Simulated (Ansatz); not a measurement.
Species: C2H4B2, SMILES `B1=BCC1` (charge 0, multiplicity 1).

**Question.** Give a relaxed geometry from Ansatz (a program for electronic structure) with CAM-B3LYP-D3(BJ)/def2-TZVP.

**Answer.** the end point of this relaxation (outside a Z-matrix the atoms follow the SMILES, hydrogens last).
Cartesian coordinates (Å) in one orientation:
```xyz
8

B      0.799     1.353    -0.165
B     -0.726     1.397     0.128
C     -0.800    -0.105    -0.227
C      0.793    -0.141     0.231
H     -0.955    -0.508    -1.223
H     -1.318    -0.694     0.532
H      0.927    -0.525     1.236
H      1.279    -0.776    -0.513
```
